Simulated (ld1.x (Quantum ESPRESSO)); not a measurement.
PBE ultrasoft dataset for Li, scalar-relativistic all-electron reference.

ld1.x (Quantum ESPRESSO) 7.5 input, shortened:

```
&input
   title='Li', zed=3., rel=1, dft='PBE', iswitch=3,
   config='[He] 2s1 2p0 3d-2'
 /
 &inputp
   pseudotype=3, tm=.true., lloc=-2, rcloc=3.55,
   nlcc=.false.,
   which_augfun='PSQ', rmatch_augfun_nc=.true.
 /
6
1S  1  0   2.00   0.00  0.90  1.00  0.0
2S  2  0   1.00   0.00  0.90  1.00  0.0
2P  2  1   0.00   0.00  4.10  4.80  0.0
2P  2  1   0.00   0.25  4.10  4.80  0.0
3D  3  2  -2.00   0.10  3.25  4.40  0.0
3D  3  2  -2.00   1.55  3.25  4.40  0.0
 &test
   configts(1)='1s2 2s1 2p0'
 /
```

All-electron outer shells of the reference configuration (PBE, scalar-relativistic, ld1.x):

| shell | level (eV) | outermost node (bohr) | outermost maximum (bohr) |
| --- | --- | --- | --- |
| 1s | -51.85 | – | 0.36 |
| 2s | -2.87 | 0.83 | 3.12 |
| 2p | -1.09 | – | 3.81 |

Results:

```json
{"Cutoffs needed": "50 Ry and 80 Ry (the cutoffs (Ry, on a coarse ladder) from which the occupation-weighted sum of valence levels, in a spherical-Bessel basis at the reference potential, stays within 10 and 1 mRy of its value at 400 Ry)", "Ghost test": "no extra level below or beside the all-electron valence levels (s, p, d, f tested) (spherical-Bessel basis up to 400 Ry, 20 bohr box)", "Configuration tests": "1 of 4 tests not solved or not reliable; not counted: 1s1 2s1 2p0 (solver errors, printed error -38.1 eV)", "Lowest eigenvalue of the overlap operator": "0.78 (d channel)", "Density cutoff estimated by the generator": "432 Ry"}
```

Generation and tests took about 2.1 s on one core of a shared server CPU.
